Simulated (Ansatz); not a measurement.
C2H8GeSi (`C=[C]([SiH3])[GeH3]`), relaxed with RKS PBE-D4/def2-SVP in the Gaussian-basis code of Ansatz from a rough embedded geometry. The force threshold is 0.03 eV/Å; the program also tests the step.

Charge 0, multiplicity 1.

Start:

```xyz
12

C    -0.164    0.586    1.500
C    -0.043    0.153    0.310
Si   -1.256    0.632   -0.979
Ge    1.390   -1.098   -0.152
H     0.587    0.348    2.313
H    -0.975    1.286    1.844
H    -1.933   -0.641   -1.497
H    -0.589    1.238   -2.086
H    -2.341    1.510   -0.428
H     1.314   -2.293    0.727
H     2.734   -0.282    0.092
H     1.276   -1.440   -1.644
```

(1) How much energy does the relaxation release, and in how many steps? (Estimate.)

(2) Which bonds change most? (Best estimate.)

(3) Give the relaxed structure. (Best estimate.)

Results:

(1) Ansatz gave: 0.40 eV, in 4 steps, 1 of them rejected.

(2) Ansatz gave: C1–C2 from 1.272 to 1.352 Å; Si3–H8 from 1.428 to 1.507 Å; Ge4–H10 from 1.486 to 1.552 Å; C2–Si3 from 1.833 to 1.882 Å.

(3) Computed: 
```xyz
12

C    -0.162    0.623    1.578
C    -0.055    0.144    0.319
Si   -1.308    0.605   -1.008
Ge    1.429   -1.062   -0.153
H     0.555    0.368    2.382
H    -0.983    1.303    1.879
H    -1.986   -0.631   -1.541
H    -0.625    1.278   -2.170
H    -2.346    1.534   -0.433
H     1.380   -2.344    0.722
H     2.792   -0.354    0.072
H     1.309   -1.465   -1.647
```
